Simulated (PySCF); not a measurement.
From one molecule to another.

First species: C4H10FNSi2.
SMILES: `N#CC[SiH2]C[SiH2]CF`

Second species: C4H10FNSi2.
Bonds: N1–C2 (triple), C2–Si3, Si3–Si4, Si4–C5, C5–C6, C6–C7, C7–F8. Hydrogens: H9, H10 on Si3; H11, H12 on Si4; H13, H14 on C5; H15, H16 on C6; H17, H18 on C7.

Levels: PBE0/pcSseg-1 for dipole moment, HOMO energy, LUMO energy and HOMO–LUMO gap; GFN2-xTB for rotational constant A and rotational constant C. Geometries: GFN2-xTB. Each species is one conformer at its optimised geometry, gas phase, non-relativistic unless stated. Electronic properties by PySCF.

Dipoles, sizes and rotational constants follow the conformer. The torsions of the flexible species, by atom-mapped SMILES:
- `[N:1]#[C:2][CH2:3][SiH2:4][CH2:5][SiH2:6][CH2:7][F:8]`: C2–C3–Si4–C5 47°, C3–Si4–C5–Si6 48°, Si4–C5–Si6–C7 52°, C5–Si6–C7–F8 -65°
- `[N:1]#[C:2][SiH2:3][SiH2:4][CH2:5][CH2:6][CH2:7][F:8]`: C2–Si3–Si4–C5 -9°, Si3–Si4–C5–C6 -85°, Si4–C5–C6–C7 64°, C5–C6–C7–F8 -68°

Which of the two has the higher rotational constant A, and by how much?

The first: 1.753 GHz against 1.576 GHz, a difference of 0.177 GHz.

Which of the two has the higher LUMO energy, and by how much?

The first: 0.36 eV against -0.74 eV, a difference of 1.10 eV.

Which has the higher HOMO–LUMO gap?

The first: 8.95 eV against 7.88 eV, a difference of 1.07 eV.

Which has the higher rotational constant C?

The second: 0.910 GHz against 0.847 GHz, a difference of 0.063 GHz.

Which of the two has the higher dipole moment, and by how much?

The first: 3.94 D against 3.04 D, a difference of 0.90 D.

On the first: In atomic units the dipole is 1.55 e·bohr (1 au = 2.5417 D).

On the second: In atomic units the dipole is 1.20 e·bohr (1 au = 2.5417 D).
